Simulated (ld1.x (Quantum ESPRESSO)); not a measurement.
# Plane-wave convergence, TM potential for potassium (K)

potassium (K), norm-conserving Troullier–Martins (Kleinman–Bylander form), made with ld1.x (Quantum ESPRESSO) 7.5 (PBE, scalar-relativistic). Core [Ne], reference 3s2 3p6 3d0 4s0.5 4p0 (charge +0.5). Waves: 3s (bound): rc 1.40 bohr; 3p (bound): rc 1.80 bohr; 3d (bound, empty): rc 3.35 bohr. Local part: the d channel. Core correction: a·sin(br)/r model core inside 1.00 bohr.

Occupied shells without a wave of their own: 4s. They enter only through the test configuration that unscreens the potential, and ld1.x also counts them in the model core charge.

The pseudo-atom Hamiltonian at the reference potential is diagonalised in spherical Bessel functions j_l(qr) that vanish at 20 bohr, with q² up to the cutoff. All-electron valence levels (Ry): 3s -2.8050, 4s -0.3148, 3p -1.5892, 4p -0.1755, 3d -0.1124.

Question: How do the lowest levels (Ry) of each channel move with the cutoff, and are there ghosts?

Answer:

```csv
cutoff (Ry),s #1,s #2,s #3,p #1,p #2,p #3,d #1,f #1,f #2,Σ f·Δε (mRy)
8,-2.5999,-0.3141,-0.0790,-1.2638,-0.1528,-0.0166,-0.0876,0.0143,0.1235,2372.3
15,-2.6602,-0.3204,-0.0816,-1.5541,-0.1668,-0.0240,-0.1100,0.0142,0.1235,506.5
21,-2.7494,-0.3268,-0.0833,-1.5844,-0.1680,-0.0246,-0.1122,0.0142,0.1235,143.0
35,-2.7962,-0.3327,-0.0851,-1.5890,-0.1681,-0.0247,-0.1123,0.0142,0.1235,19.2
45,-2.7969,-0.3328,-0.0851,-1.5891,-0.1681,-0.0247,-0.1123,0.0142,0.1235,17.1
60,-2.8012,-0.3332,-0.0852,-1.5892,-0.1681,-0.0247,-0.1123,0.0142,0.1235,7.7
80,-2.8044,-0.3336,-0.0853,-1.5892,-0.1681,-0.0247,-0.1123,0.0142,0.1235,1.2
110,-2.8047,-0.3336,-0.0853,-1.5892,-0.1681,-0.0247,-0.1123,0.0142,0.1235,0.5
400,-2.8050,-0.3336,-0.0853,-1.5892,-0.1681,-0.0247,-0.1123,0.0142,0.1235,0.0
```

Result: no extra level below or beside the all-electron valence levels (s, p, d, f tested); 10 mRy is reached at 60 Ry and 1 mRy at 90 Ry.

ld1.x takes every shell without a wave as core, so the model core holds the 4s electrons as well and exchange and correlation see them twice. This cancels in the reference configuration, but the file is broken for other ones, and its errors say nothing about a proper core correction. Its largest configuration-test error is +627 meV.
